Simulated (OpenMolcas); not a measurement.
Nd4+: effect of the active space

```yaml
Program: OpenMolcas 26.06
Method: CASSCF or its RAS form
Basis: ANO-RCC-VTZP
Scalar_Hamiltonian: DKH2, point nucleus
Spin-orbit_coupling: state interaction with AMFI integrals over the reference wave functions, term energies averaged over their components
```

A. 2 electrons in 7 orbitals (4f); 2S+1 = 3 even, 21 roots; 2S+1 = 1 even, 28 roots; cost about 14 core-seconds
B. 2 electrons in 12 orbitals (RAS2 4f; RAS3 5d, at most 1 electron); 2S+1 = 3 even, 21 roots; 2S+1 = 1 even, 28 roots; 2S+1 = 3 odd, 35 roots; 2S+1 = 1 odd, 35 roots; cost roughly 30 core-seconds
C. 2 electrons in 14 orbitals (4f 5f); 2S+1 = 3 even, 18 roots; 2S+1 = 1 even, 27 roots; cost roughly 20 core-seconds

Energies in cm⁻¹ above 4f² ³H₄, the measured ground level; measured values from the list in Carvajal Gallego et al., Mon. Not. R. Astron. Soc. 518, 332 (2023).

```json
{"Level": "4f² ³H₄", "A": "0.0", "B": "0.0", "C": "0.0", "Measured": "0.0"}
{"Level": "4f² ³H₅", "A": "2983", "B": "2983", "C": "3006", "Measured": "2834"}
{"Level": "4f² ³H₆", "A": "6097", "B": "6097", "C": "6132", "Measured": "5743"}
{"Level": "4f² ³F₂", "A": "7775", "B": "7775", "C": "7718", "Measured": "5894"}
{"Level": "4f² ³F₃", "A": "9708", "B": "9708", "C": "9650", "Measured": "7785"}
{"Level": "4f² ¹G₄ [50 %]", "A": "9754", "B": "9754", "C": "9629", "Measured": ""}
{"Level": "4f² ³F₄ [52 %]", "A": "13726", "B": "13726", "C": "13622", "Measured": ""}
```

Deviations, from unrounded energies. A percentage is the sum of absolute deviations over the sum of measured energies, with the sign that they share, or ± where signs differ.

| Against measurement | Levels | A | B | C |
| --- | --- | --- | --- | --- |
| mean absolute deviation (cm-1) | 4 | 1100 | 1100 | 1100 |
| fine structure of the ground term (%) | 2 | +5.9 | +5.9 | +6.5 |
| other terms of the ground configuration (%) | 2 | +27.8 | +27.8 | +27.0 |

A, B, C lie about equally close to measurement. The largest miss of C in the table is 4f² ³F₃, by +1900 cm-1. The ranking rests on the paired levels alone, and a cruder setting can come out closer through cancelling errors.

The spin-orbit steps hold different terms of 4f² (C lacks ¹S, ³P), which shifts levels as well.

Among A to C the level of the table that moves most is 4f² ¹G₄ [50 %], by 130 cm-1 (lowest in C, highest in A).

Without dynamic correlation excited terms often stand tens of per cent too high (terms of higher spin than the ground term too low), and those without a measured partner can miss by more than the paired ones. Active for correlation alone: 5f; no level in the range computed is led by a configuration that fills it, so any true level of that kind is missing (holds for C). Computed and measured levels are paired by configuration, term and J; levels that our copy of the source lacks, or whose pairing is in doubt (as where it misses far off the trend of its configuration), stay unpaired and out of the deviations. Only configurations of the active space appear. The table leaves out levels that lie high or whose names do not pair safely across all columns.

A share in square brackets marks a mixed level and gives the weight of the term that names it, the lowest over the columns.
